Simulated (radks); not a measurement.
The numbers below are computed, except where a source is named.
Initial-state core-level shifts of the terbium ion Tb+ when its valence configuration changes from [Xe] 4f9 6s1. Level of theory: Dirac Kohn-Sham, LDA (Slater exchange, Perdew-Wang correlation), spin-unpolarised, spherical densities, point nucleus; open shells are shared between the two j in proportion to 2j + 1 (a radial shooting solver on a logarithmic mesh with Libxc functionals). Shifts are changes of the shell-averaged eigenvalues in eV (positive: less bound).

| valence | 3s | 3p | 5s | 5p |
|---|---|---|---|---|
| 4f7 6s1 6p2 | -24.643 | -24.598 | -15.027 | -13.098 |
| 4f7 6p3 | -25.807 | -25.762 | -16.159 | -14.191 |
| 4f10 | +6.922 | +6.911 | +4.685 | +4.072 |
| 4f9.5 5d0.5 | +4.600 | +4.594 | +3.376 | +2.991 |
| 4f9 6p1 | -1.272 | -1.272 | -1.336 | -1.308 |
| 4f8 6s1 6p1 | -11.322 | -11.303 | -7.328 | -6.428 |
| 4f7 6s0.5 6p2.5 | -25.230 | -25.185 | -15.598 | -13.650 |
| 4f6 5d1 6p3 | -36.400 | -36.321 | -20.097 | -17.308 |
| 4f7 6s2 6p1 | -23.438 | -23.393 | -13.854 | -11.960 |
